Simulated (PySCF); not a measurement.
Species: C5H9NOSi2.
Numbering: `[N:1]#[C:2][C@@:3]12[CH2:4][O:5][C@@H:6]([CH2:7]1)[SiH2:8][SiH2:9]2`

Definitions: NICS(0) = −σiso at the ring centroid; NICS(1) = −σiso and NICS(1)zz = −σzz at ±1 Å along the ring normal z. Level: GIAO PBE0/pcSseg-1 (PySCF, non-relativistic, gas phase) on the GFN2-xTB geometry, one conformer.

Rings: 1. C3–C4–O5–C6–C7; 2. C3–C7–C6–Si8–Si9.

```json
{"set": "P", "NICS(0)": "-9.6", "NICS(1), two faces": "-6.3 / -3.4", "NICS(1)zz, two faces": "-12.4 / -6.5"}
{"set": "Q", "NICS(0)": "-6.4", "NICS(1), two faces": "-4.4 / -7.9", "NICS(1)zz, two faces": "-1.6 / -4.3"}
```

Problem. Which set (ppm) belongs to which ring?

Solution. P = 1, Q = 2.
- 1 (5-membered ring with O; formal bonds all single): mean NICS(1)zz -9.4 ppm, shielded. C3, C4, C6, C7 have four or more neighbours, so the value isn't read as a sign of a π ring current.
- 2 (5-membered ring with 2 Si; formal bonds all single): mean NICS(1)zz -2.9 ppm, near zero. C3, C6, C7, Si8, Si9 have four or more neighbours; no verdict on aromaticity is drawn.

Problem. How do the rings differ in shape?

Solution. 
```tsv
ring	bond lengths (Å)	rms pucker (Å)	HOMA	nearest outside atom to a NICS(1) probe (Å)
1	1.535, 1.412, 1.446, 1.523, 1.535	0.21	–	hydrogen 1.35
2	1.535, 1.523, 1.922, 2.328, 1.947	0.29	–	hydrogen 1.14
```

On one thread, Arm Neoverse V1 (aarch64), shared host, this took 53 s wall and 0.90 GiB of memory at its peak. This is the whole shielding run at PBE0/pcSseg-1, SCF included.
